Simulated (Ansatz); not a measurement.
Stepwise reaction of `C[O][Al]([O]C)[O]C` with ammonia, as a gas-phase model of exchange steps in deposition or etching. ΔE in kJ/mol.

Computed with Ansatz on PBE0-D4/def2-TZVP structures; ΔE is electronic, products minus reactants. CBS: MP2 limit from def2 TZ/QZ plus the TZ coupled-cluster correction, frozen cores. This one scheme is used for every species. DFT in def2-TZVPP. B3LYP here is the variant with VWN-RPA as its local correlation; programs differ in this. Each species was taken in one conformer, which may not be the lowest.

```json
{"step": "2", "reaction": "`C[O][Al]([NH2])[O]C` + NH₃ → `C[O][Al]([NH2])[NH2]` + CH₃OH", "PBE-D4": "44.8", "B3LYP-D4": "49.3", "ωB97M-V": "45.9", "CCSD(T)/CBS": "45.3"}
{"step": "3", "reaction": "`C[O][Al]([NH2])[NH2]` + NH₃ → `[NH2][Al]([NH2])[NH2]` + CH₃OH", "PBE-D4": "47.2", "B3LYP-D4": "51.6", "ωB97M-V": "48.6", "CCSD(T)/CBS": "47.9"}
```

(1) Give the row of step 1, `C[O][Al]([O]C)[O]C` + NH₃ → `C[O][Al]([NH2])[O]C` + CH₃OH. (Best estimate.)

(2) By hand: ΔE of the 3 steps together at CCSD(T)/CBS.

Answers

(1) Computed: 
```
step                                                    reaction  PBE-D4  B3LYP-D4  ωB97M-V  CCSD(T)/CBS
   1  `C[O][Al]([O]C)[O]C` + NH₃ → `C[O][Al]([NH2])[O]C` + CH₃OH    43.8      48.0     46.1         46.3
```

(2) (46.3) + (45.3) + (47.9) = 139.5 kJ/mol, or 46.5 kJ/mol a step.

In ΔE the steps differ by no more than 2.6 kJ/mol. All are uphill at CCSD(T)/CBS. PBE-D4 differs from CCSD(T)/CBS by -2.5 to -0.5 kJ/mol a step. Isolated molecules leave out the surface, adducts and barriers. Largest T1 diagnostic: 0.012.
